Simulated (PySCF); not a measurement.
PySCF job for NSi, SMILES N#[Si], multiplicity 2, TDA-LC-ωPBE/def2-TZVPD. Coordinates come from a PBE0-D3(BJ)/def2-TZVPD optimisation.

```python
import numpy as np
from pyscf import gto, scf, dft, tdscf

mol = gto.M(
    atom='''
    Si    0.00000000    0.00000000   -0.52124518
    N     0.00000000    0.00000000    1.04249037
    ''',
    basis='def2-TZVPD',
    charge=0,
    spin=1,
    max_memory=1600,
    verbose=4,
)
mf = dft.UKS(mol, xc='lc_wpbe').density_fit(auxbasis='def2-universal-jkfit')
mf.grids.level = 3
mf.conv_tol = 1e-9
mf.max_cycle = 100
mf.kernel()
fine, coarse = mf.grids, dft.Grids(mol).set(level=1).build(with_non0tab=True)
for _ in range(3):  # follow internal instabilities
    mf.grids = coarse
    mo, _, stable, _ = mf.stability(return_status=True, nroots=4)
    mf.grids = fine
    if stable:
        break
    mf.kernel(mf.make_rdm1(mo, mf.mo_occ))
mf.grids = dft.Grids(mol).set(level=1).build(with_non0tab=True)  # coarser grid for the response kernel
td = tdscf.TDA(mf)
td.nstates = 10
td.conv_tol = 1e-4
td.kernel(x0=td.get_init_guess(mf, 15))
td.analyze()
```

Log of the run:

```
[...]
  HOMO = -0.403338290565  LUMO = -0.0910154704215  gap/eV = 8.49874
cycle= 2 E= -343.990102015295  delta_E= -9.92e-05  |g|= 0.0772  |ddm|= 0.0914
  alpha nocc = 11  HOMO = -0.399216843910747  LUMO = 0.0209855791510838
  beta  nocc = 10  HOMO = -0.390938075599036  LUMO = -0.0804531023613819
  HOMO = -0.390938075599  LUMO = -0.0804531023614  gap/eV = 8.44873
cycle= 3 E= -343.992782350777  delta_E= -0.00268  |g|= 0.00935  |ddm|= 0.0498
  alpha nocc = 11  HOMO = -0.400820574133069  LUMO = 0.0203523369101855
  beta  nocc = 10  HOMO = -0.391760378637632  LUMO = -0.0827996833497231
  HOMO = -0.391760378638  LUMO = -0.0827996833497  gap/eV = 8.40725
cycle= 4 E= -343.993003988299  delta_E= -0.000222  |g|= 0.0046  |ddm|= 0.0189
  alpha nocc = 11  HOMO = -0.401023628565546  LUMO = 0.0205499397743149
  beta  nocc = 10  HOMO = -0.391192155450155  LUMO = -0.0832384755011972
  HOMO = -0.39119215545  LUMO = -0.0832384755012  gap/eV = 8.37985
cycle= 5 E= -343.993089203104  delta_E= -8.52e-05  |g|= 0.00297  |ddm|= 0.0115
  alpha nocc = 11  HOMO = -0.401592000791924  LUMO = 0.020539938169197
  beta  nocc = 10  HOMO = -0.391038038450239  LUMO = -0.0836031577463316
  HOMO = -0.39103803845  LUMO = -0.0836031577463  gap/eV = 8.36573
cycle= 6 E= -343.993159335279  delta_E= -7.01e-05  |g|= 0.00222  |ddm|= 0.0125
  alpha nocc = 11  HOMO = -0.401882499902001  LUMO = 0.0205772900576368
  beta  nocc = 10  HOMO = -0.391118194810907  LUMO = -0.0835199703886254
  HOMO = -0.391118194811  LUMO = -0.0835199703886  gap/eV = 8.37017
cycle= 7 E= -343.993204001387  delta_E= -4.47e-05  |g|= 0.00203  |ddm|= 0.00881
  alpha nocc = 11  HOMO = -0.402119754842395  LUMO = 0.0206237349087456
  beta  nocc = 10  HOMO = -0.391318155218878  LUMO = -0.0833180886980003
  HOMO = -0.391318155219  LUMO = -0.083318088698  gap/eV = 8.38111
cycle= 8 E= -343.993253813971  delta_E= -4.98e-05  |g|= 0.00189  |ddm|= 0.0105
  alpha nocc = 11  HOMO = -0.402564275635827  LUMO = 0.0206843924633116
  beta  nocc = 10  HOMO = -0.391912653425566  LUMO = -0.0828648463816961
  HOMO = -0.391912653426  LUMO = -0.0828648463817  gap/eV = 8.40962
cycle= 9 E= -343.993347950517  delta_E= -9.41e-05  |g|= 0.00174  |ddm|= 0.0214
  alpha nocc = 11  HOMO = -0.402966690355528  LUMO = 0.0207450084493054
  beta  nocc = 10  HOMO = -0.392152978303222  LUMO = -0.0827101078429955
  HOMO = -0.392152978303  LUMO = -0.082710107843  gap/eV = 8.42037
cycle= 10 E= -343.99341182433  delta_E= -6.39e-05  |g|= 0.00163  |ddm|= 0.0155
  alpha nocc = 11  HOMO = -0.404419916472097  LUMO = 0.0209712008369326
  beta  nocc = 10  HOMO = -0.395256545762071  LUMO = -0.079878898222205
  HOMO = -0.395256545762  LUMO = -0.0798788982222  gap/eV = 8.58186
cycle= 11 E= -343.993621665558  delta_E= -0.00021  |g|= 0.00157  |ddm|= 0.0616
  alpha nocc = 11  HOMO = -0.404740046959656  LUMO = 0.0210020358864328
  beta  nocc = 10  HOMO = -0.39486204753801  LUMO = -0.0802227886623399
  HOMO = -0.394862047538  LUMO = -0.0802227886623  gap/eV = 8.56177
cycle= 12 E= -343.993645455405  delta_E= -2.38e-05  |g|= 0.0014  |ddm|= 0.00833
  alpha nocc = 11  HOMO = -0.406256012267231  LUMO = 0.0211712794837721
  beta  nocc = 10  HOMO = -0.396853063992212  LUMO = -0.0769713920215551
  HOMO = -0.396853063992  LUMO = -0.0769713920216  gap/eV = 8.70442
cycle= 13 E= -343.993762517124  delta_E= -0.000117  |g|= 0.00244  |ddm|= 0.0562
  alpha nocc = 11  HOMO = -0.407072319575675  LUMO = 0.0212320329817538
  beta  nocc = 10  HOMO = -0.395944134775486  LUMO = -0.0790683123778173
  HOMO = -0.395944134775  LUMO = -0.0790683123778  gap/eV = 8.62263
cycle= 14 E= -343.993792246743  delta_E= -2.97e-05  |g|= 0.00115  |ddm|= 0.0165
  alpha nocc = 11  HOMO = -0.408690360394652  LUMO = 0.0213394637270787
  beta  nocc = 10  HOMO = -0.396326354377223  LUMO = -0.07777189885703
  HOMO = -0.396326354377  LUMO = -0.077771898857  gap/eV = 8.66831
cycle= 15 E= -343.993837569357  delta_E= -4.53e-05  |g|= 0.00129  |ddm|= 0.0476
  alpha nocc = 11  HOMO = -0.408955473417005  LUMO = 0.0213378764828509
  beta  nocc = 10  HOMO = -0.395662226761233  LUMO = -0.0790902527059494
  HOMO = -0.395662226761  LUMO = -0.0790902527059  gap/eV = 8.61436
cycle= 16 E= -343.993839873434  delta_E= -2.3e-06  |g|= 0.000663  |ddm|= 0.00229
  alpha nocc = 11  HOMO = -0.409618179562042  LUMO = 0.0214193719395092
  beta  nocc = 10  HOMO = -0.396104390401735  LUMO = -0.0770628617309903
  HOMO = -0.396104390402  LUMO = -0.077062861731  gap/eV = 8.68156
cycle= 17 E= -343.993847631864  delta_E= -7.76e-06  |g|= 0.00143  |ddm|= 0.0264
  alpha nocc = 11  HOMO = -0.40986513329828  LUMO = 0.0214113769480124
  beta  nocc = 10  HOMO = -0.396100202257649  LUMO = -0.0782521854061429
  HOMO = -0.396100202258  LUMO = -0.0782521854061  gap/eV = 8.64909
cycle= 18 E= -343.993849100193  delta_E= -1.47e-06  |g|= 0.000805  |ddm|= 0.00214
  alpha nocc = 11  HOMO = -0.410099378923813  LUMO = 0.0214136459034817
  beta  nocc = 10  HOMO = -0.395135356187575  LUMO = -0.0792769271448392
  HOMO = -0.395135356188  LUMO = -0.0792769271448  gap/eV = 8.59495
cycle= 19 E= -343.993850103678  delta_E= -1e-06  |g|= 0.000275  |ddm|= 0.00272
  alpha nocc = 11  HOMO = -0.410191578901339  LUMO = 0.0214151032591699
  beta  nocc = 10  HOMO = -0.394920639328287  LUMO = -0.0794675453425704
  HOMO = -0.394920639328  LUMO = -0.0794675453426  gap/eV = 8.58392
cycle= 20 E= -343.993850281109  delta_E= -1.77e-07  |g|= 0.000168  |ddm|= 0.00179
  alpha nocc = 11  HOMO = -0.410313129147124  LUMO = 0.021417518404257
  beta  nocc = 10  HOMO = -0.394531195989597  LUMO = -0.0798153830632629
  HOMO = -0.39453119599  LUMO = -0.0798153830633  gap/eV = 8.56385
cycle= 21 E= -343.99385044342  delta_E= -1.62e-07  |g|= 3.7e-05  |ddm|= 0.00216
  alpha nocc = 11  HOMO = -0.410360681441706  LUMO = 0.0214215489590867
  beta  nocc = 10  HOMO = -0.394643059552832  LUMO = -0.0797097632223895
  HOMO = -0.394643059553  LUMO = -0.0797097632224  gap/eV = 8.56977
cycle= 22 E= -343.993850553557  delta_E= -1.1e-07  |g|= 3.06e-05  |ddm|= 0.00174
  alpha nocc = 11  HOMO = -0.410412347093813  LUMO = 0.0214250057320239
  beta  nocc = 10  HOMO = -0.394598786094245  LUMO = -0.0797438171691844
  HOMO = -0.394598786094  LUMO = -0.0797438171692  gap/eV = 8.56764
cycle= 23 E= -343.993850566779  delta_E= -1.32e-08  |g|= 1.07e-05  |ddm|= 0.0015
  alpha nocc = 11  HOMO = -0.410407090612537  LUMO = 0.0214245053327322
  beta  nocc = 10  HOMO = -0.3945852498126  LUMO = -0.0797612108646319
  HOMO = -0.394585249813  LUMO = -0.0797612108646  gap/eV = 8.56680
cycle= 24 E= -343.993850567703  delta_E= -9.24e-10  |g|= 1.07e-05  |ddm|= 0.00014
  alpha nocc = 11  HOMO = -0.410405863684583  LUMO = 0.0214241968695494
  beta  nocc = 10  HOMO = -0.394606955156196  LUMO = -0.0797418176604268
  HOMO = -0.394606955156  LUMO = -0.0797418176604  gap/eV = 8.56792
Extra cycle  E= -343.993850567793  delta_E= -8.96e-11  |g|= 5.29e-06  |ddm|= 1.03e-05
converged SCF energy = -343.993850567793  <S^2> = 0.78791601  2S+1 = 2.0375633
uhf_internal: lowest eigs of H = [3.70340341e-05 6.78348483e-03 1.60484321e-01 1.95950244e-01]
<class 'pyscf.df.df_jk.DFUKS'> wavefunction is stable in the internal stability analysis
tot grids = 11536


******** <class 'pyscf.tdscf.uks.TDA'> for <class 'pyscf.df.df_jk.DFUKS'> ********
nstates = 10
deg_eia_thresh = 1.000e-03
wfnsym = None
conv_tol = 0.0001
eigh lindep = 1e-12
eigh level_shift = 0
eigh max_cycle = 100


Excitation energies (eV)
[0.36577666 0.41238103 3.80577542 3.96950551 4.07078883 4.36091639
 4.55982103 4.9545378  5.10605927 5.14473811]

** Excitation energies and oscillator strengths **
Excited State   1:      0.36578 eV   3389.61 nm  f=0.0004
       9b ->   11b      0.97599
       9b ->   13b     -0.14350
Excited State   2:      0.41238 eV   3006.54 nm  f=0.0002
       8b ->   11b     -0.14322
      10b ->   11b      0.96283
      10b ->   13b     -0.15132
Excited State   3:      3.80578 eV    325.78 nm  f=0.0016
      10a ->   13a      0.24308
      11a ->   12a     -0.51060
       8b ->   11b     -0.39451
       9b ->   12b     -0.38578
      10b ->   11b     -0.14024
      10b ->   13b     -0.53446
Excited State   4:      3.96951 eV    312.34 nm  f=0.0147
       9a ->   12a     -0.18550
      10a ->   13a     -0.53230
       8b ->   11b     -0.46403
       9b ->   12b      0.57679
      10b ->   11b     -0.11504
      10b ->   13b     -0.24318
Excited State   5:      4.07079 eV    304.57 nm  f=0.0000
      10a ->   12a      0.26606
      11a ->   13a     -0.47880
       9b ->   13b     -0.29714
      10b ->   12b     -0.73485
      10b ->   18b     -0.10163
      10b ->   21b      0.11272
Excited State   6:      4.36092 eV    284.31 nm  f=0.0177
       9a ->   12a     -0.21817
      11a ->   12a      0.41742
       8b ->   11b     -0.66587
       9b ->   12b     -0.37273
      10b ->   13b      0.38144
Excited State   7:      4.55982 eV    271.91 nm  f=0.0001
       9a ->   13a     -0.24396
      10a ->   12a     -0.30171
      11a ->   13a     -0.16878
       8b ->   12b     -0.10665
       9b ->   11b      0.12531
       9b ->   13b      0.80271
       9b ->   19b      0.12883
       9b ->   22b      0.12122
      10b ->   12b     -0.31124
Excited State   8:      4.95454 eV    250.24 nm  f=0.0096
      10a ->   12a      0.49156
      11a ->   13a      0.69318
       8b ->   12b      0.17894
       9b ->   13b      0.21558
      10b ->   12b     -0.39031
Excited State   9:      5.10606 eV    242.82 nm  f=0.0177
       9a ->   12a     -0.28217
      10a ->   13a     -0.38404
      11a ->   12a     -0.60911
       8b ->   13b     -0.22264
       9b ->   12b     -0.22229
      10b ->   13b      0.49181
Excited State  10:      5.14474 eV    240.99 nm  f=0.0046
      10a ->   12a     -0.74142
      10a ->   22a      0.10024
      11a ->   13a      0.36918
       8b ->   12b      0.10735
       9b ->   13b     -0.31745
      10b ->   12b     -0.39940

** Transition electric dipole moments (AU) **
state          X           Y           Z        Dip. S.      Osc.
  1        -0.2126      0.0669      0.0000      0.0497      0.0004
  2        -0.0366     -0.1158     -0.0345      0.0159      0.0002
  3        -0.0071     -0.0227     -0.1304      0.0176      0.0016
  4        -0.0174     -0.0553     -0.3845      0.1512      0.0147
  5         0.0101     -0.0032      0.0000      0.0001      0.0000
  6        -0.0375     -0.1194     -0.3870      0.1655      0.0177
  7         0.0285     -0.0089      0.0000      0.0009      0.0001
  8        -0.2679      0.0841      0.0000      0.0789      0.0096
  9         0.1126      0.3585      0.0129      0.1414      0.0177
 10        -0.1813      0.0570      0.0000      0.0361      0.0046

** Transition velocity dipole moments (imaginary part, AU) **
state          X           Y           Z        Dip. S.      Osc.
  1        -0.0141      0.0044     -0.0000      0.0002      0.0108
  2        -0.0055     -0.0176      0.0283      0.0011      0.0502
  3         0.0001      0.0003      0.0011      0.0000      0.0000
  4         0.0003      0.0009     -0.0214      0.0005      0.0021
  5         0.0010     -0.0003      0.0000      0.0000      0.0000
  6        -0.0002     -0.0007     -0.0361      0.0013      0.0054
  7         0.0043     -0.0014      0.0000      0.0000      0.0001
  8        -0.0217      0.0068      0.0000      0.0005      0.0019
  9         0.0090      0.0286     -0.0004      0.0009      0.0032
 10        -0.0155      0.0049      0.0000      0.0003      0.0009

** Transition magnetic dipole moments (imaginary part, AU) **
state          X           Y           Z
  1        -0.1233     -0.3913     -0.4845
  2         0.4305     -0.1356     -0.0005
  3         0.1293     -0.0406     -0.0000
  4         0.1909     -0.0599     -0.0000
  5        -0.0093     -0.0296     -0.0252
  6         0.2343     -0.0736     -0.0000
  7         0.0501      0.1595     -0.0068
  8        -0.2072     -0.6599      0.0161
  9        -0.8602      0.2701     -0.0000
 10        -0.1388     -0.4416      0.0113
```

The run converged.

Cost: very roughly 40 core-seconds.
